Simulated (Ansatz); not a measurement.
Two isomers of CH7FGe2: A = `[CH3][GeH]([F])[GeH3]`, B = `[F][GeH2][CH2][GeH3]`.

Calculated with Ansatz (gas phase, PBE0-D4/def2-TZVP geometries, no zero-point term in ΔE). CCSD(T)/CBS is the MP2 limit (def2-TZVPP, def2-QZVPP) plus CCSD(T) − MP2 in def2-TZVPP, frozen cores. Functionals use def2-TZVPP. For Ge outer-core shells are correlated without core-valence functions, which leaves a few kJ/mol of doubt a bond. Scalar relativity is left out up to krypton. One conformer a species, not always the lowest.

A:

```xyz
11

C    -1.1785    1.0335    0.9490
Ge    0.3673   -0.1248    0.7357
F    -0.0345   -1.6111    1.5783
Ge    0.8420   -0.7746   -1.5544
H    -2.0549    0.5758    0.4895
H    -0.9934    1.9990    0.4745
H    -1.3742    1.1924    2.0101
H     1.6033    0.4266    1.4765
H    -0.4002   -1.4288   -2.1780
H     2.0166   -1.7613   -1.6037
H     1.2065    0.4733   -2.3774
```

B:

```xyz
11

F    -0.035    1.963    2.346
Ge    0.245    0.436    1.543
C    -0.278    0.663   -0.307
Ge   -0.057   -0.943   -1.408
H     1.746    0.151    1.708
H    -0.624   -0.589    2.288
H     0.318    1.471   -0.738
H    -1.327    0.967   -0.335
H     1.418   -1.381   -1.404
H    -0.915   -2.087   -0.841
H    -0.493   -0.652   -2.853
```

Q: Which is lower in electronic energy at CCSD(T)/CBS, and by how much? (Estimate.)

A: The calculation gave: A, by 8.8 kcal/mol.

Q: Give E(B) − E(A) in kcal/mol with CCSD(T)/def2-TZVPP, CCSD/def2-TZVPP, ωB97M-V, MP2/def2-TZVPP, HF/def2-TZVPP, r2SCAN-D4, PBE-D4. (Best estimate.)

A: The calculation gave: CCSD(T)/def2-TZVPP 8.5, CCSD/def2-TZVPP 8.7, ωB97M-V 9.8, MP2/def2-TZVPP 7.9, HF/def2-TZVPP 8.6, r2SCAN-D4 10.9, PBE-D4 11.9. None reverses the order clearly.

Largest T1 diagnostic: 0.012.

From PBE to PBE0 (25 % exact exchange), in def2-TZVPP and without D4, E(B) − E(A) moves by −0.9 kcal/mol.
